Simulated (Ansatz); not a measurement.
A nudged elastic band was laid between two geometries of CH$_{2}$AlNO (6 atoms, charge 0, multiplicity 1).

Computed with Ansatz 0.2.0, RKS revPBE/def2-SVP.

```
movable images  : 9
climbing image  : yes
spring          : 5.0 eV/Å²
optimiser       : quadratic models (default)
start path      : through a guess of the saddle point
force threshold : 0.05 eV/Å
iteration limit : 60
end points      : relaxed
```

Initial state:

```xyz
6
Properties=species:S:1:pos:R:3
N 2.468 -1.077 0.906
C 1.404 -0.736 0.533
Al -0.375 -0.232 -0.092
O -0.560 1.449 -0.388
H -1.511 -1.320 -0.295
H -1.383 1.852 -0.709
```

Final state:

```xyz
6
Properties=species:S:1:pos:R:3
N 2.413 -0.792 0.850
C 1.304 -0.630 0.484
Al -0.538 -0.355 -0.127
O -1.061 1.231 -0.517
H -1.561 -1.549 -0.275
H -0.516 2.032 -0.462
```

**Question.** Which bonds break or form, and what moves?

**Answer.** No bond is made or broken. The dihedral C2–Al3–O4–H6 changes from 179 to 0° by way of a nearly straight angle Al3–O4–H6 (up to 173°), not by a turn about the bond.

**Question.** What energy profile does the band end with?

**Answer.** The run converged. The highest image is number 4 of 0 to 10, 0.095 eV above the first end and 0.120 eV above the last; the last end lies 0.025 eV below the first. A vibrational analysis at the climbing image gives one clearly imaginary mode, 383i cm⁻¹: a first-order saddle point.

```
image  path coordinate (Å)  energy (eV)  angle Al3–O4–H6 (°)
    0                 0.00        0.000                  124
    1                 0.16        0.010                  132
    2                 0.31        0.040                  144
    3                 0.47        0.078                  159
    4                 0.63        0.095                  173
    5                 0.76        0.083                  169
    6                 0.90        0.051                  156
    7                 1.03        0.016                  143
    8                 1.16       -0.009                  134
    9                 1.30       -0.021                  129
   10                 1.43       -0.025                  125
```

**Question.** What is the geometry of the highest image?

**Answer.** 
```xyz
6
Properties=species:S:1:pos:R:3:forces:R:3
N 2.464 -0.974 0.892 0.00 0.00 0.00
C 1.379 -0.715 0.514 0.00 0.01 0.01
Al -0.437 -0.324 -0.104 0.00 0.00 0.00
O -0.814 1.282 -0.396 0.01 0.00 -0.02
H -1.481 -1.498 -0.286 0.00 0.00 0.00
H -1.068 2.164 -0.666 0.00 0.00 0.01
```

**Question.** What are the harmonic wavenumbers there?

**Answer.** 383i, 140, 197, 216, 330, 489, 526, 675, 917, 1955, 2211, 3994 cm⁻¹.

Run time: 3.4 min on 1 thread of Arm Neoverse V1 (shared host), peak memory 0.12 GiB.
